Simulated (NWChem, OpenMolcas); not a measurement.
**How basis sets differ on Si2H4F2 (SMILES F[SiH](F)[SiH3])**

Si2H4F2 has 8 atoms, charge 0, and is taken as a singlet. As SMILES, `F[SiH](F)[SiH3]`. The coordinates come from a PBE0-D4/def2-TZVP relaxation.

```xyz
8

F     0.9719   -1.0464    1.7295
Si    1.0618   -0.3205    0.3140
F     1.6187   -1.3925   -0.7250
Si   -1.0752    0.3728   -0.3469
H     2.0810    0.7488    0.4318
H    -1.5952    1.3523    0.6429
H    -0.9832    1.0253   -1.6793
H    -1.9877   -0.7968   -0.4227
```

Each level gives the dipole moment (D). The values are calculated.

| level | kind | program | value (D) | CPU time |
| --- | --- | --- | --- | --- |
| HF/ANO-R0 (sfX2C) | Hartree–Fock | OpenMolcas | 0.94 | 3.5 s |
| HF/STO-3G | Hartree–Fock | NWChem | 1.40 | 3 s |
| HF/3-21G | Hartree–Fock | OpenMolcas | 2.27 | 4 s |
| HF/ANO-RCC-VDZP (DKH2, RICD fitting) | Hartree–Fock | OpenMolcas | 2.29 | 5.4 s |
| HF/cc-pVDZ | Hartree–Fock | OpenMolcas | 2.03 | 12 s |

The values span 0.94 to 2.29 D. Magnitudes only. Sets without polarisation functions give poor dipoles. CPU times are rough (shared hosts, several kinds of processor and program).
